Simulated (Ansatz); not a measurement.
```yaml
crystal:
  periodic: [false, false, false]
  atoms:
    - {symbol: F, position_ang: [0.334175, -2.056543, -0.318700]}
    - {symbol: C, position_ang: [0.600981, -1.120051, 0.543625]}
    - {symbol: F, position_ang: [1.296181, -1.607262, 1.538394]}
    - {symbol: C, position_ang: [0.247084, 0.150059, 0.474492]}
    - {symbol: C, position_ang: [-0.539633, 0.773612, -0.619695]}
    - {symbol: F, position_ang: [-1.675658, 1.306055, -0.143267]}
    - {symbol: F, position_ang: [-0.871741, -0.075778, -1.590608]}
    - {symbol: F, position_ang: [0.147005, 1.780556, -1.181256]}
    - {symbol: H, position_ang: [0.550106, 0.803050, 1.279915]}
basis:
  gaussian: {orbitals: def2-TZVPD}
hamiltonian: {xc: {name: wB97X}}
```

```sh
$ ansatz run in.yaml --threads 4 --pin off --events-out ev --progress --plain --max-ram 11315MiB
```

Shortened log:

```
Functional definition: wB97X
1558 factors; their error is unknown
437 factors; integrals over basis functions are off by at most 2.1e-5 eV
mean field evaluation 1: about -16709.1910 eV, gradient 5.9e1 eV
mean field evaluation 2: about -16710.2952 eV, gradient 5.7e1 eV
mean field evaluation 4: about -16714.5610 eV, gradient 2.1e0 eV
mean field evaluation 8: about -16714.5653 eV, gradient 5.7e-2 eV
mean field evaluation 16: about -16714.5786 eV, gradient 3.8e-4 eV
mean field -16714.57855028 eV, -614.2494321747 hartree, gradient 3.4e-5 eV, S^2 0.000000; 0 other end points of the search recorded, 0 dependent functions left out
reference -16714.57849312 eV, -614.2494300739 hartree; 32, 32 occupied and 288, 288 virtual orbitals, 1558 factors
Total energy: -16714.57849312 eV, -614.2494300739 hartree
```

Run time 12 s (4 threads of an Arm Neoverse V1 on a shared host); peak host memory 1 GiB.
